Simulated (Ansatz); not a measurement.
CCl2FI, SMILES `FC(Cl)(Cl)I` from Hartree–Fock to CCSD(T)

```tsv
atom	x (Å)	y (Å)	z (Å)
F1	1.328	-0.151	0.499
C2	0.114	-0.001	-0.035
Cl3	0.030	1.578	-0.799
Cl4	-0.135	-1.272	-1.222
I5	-1.337	-0.153	1.556
```

Charge 0, multiplicity 1. Correlated methods include outer-core shells of I, which these sets cover unevenly. I takes the def2 core potential. All single points use the PBE0-D4/def2-TZVP geometry. Frozen core, restricted reference, Ansatz.

```csv
basis,HF (Eh),MP2 corr.,CCSD corr.,(T),CCSD(T) total
def2-SVP,-1352.50423,-0.71250,?,?,?
def2-TZVPP,-1353.00858,-1.29153,-1.28717,?,?
def2-QZVPP,?,-1.53794,–,–,–
```

Problem. Fill in the withheld values. (An estimate is asked.)

Solution. Computed: def2-SVP CCSD corr.: -0.74230; def2-SVP (T): -0.02008; def2-SVP CCSD(T) total: -1353.26661; def2-TZVPP (T): -0.04684; def2-TZVPP CCSD(T) total: -1354.34259; def2-QZVPP HF (Eh): -1353.04127.
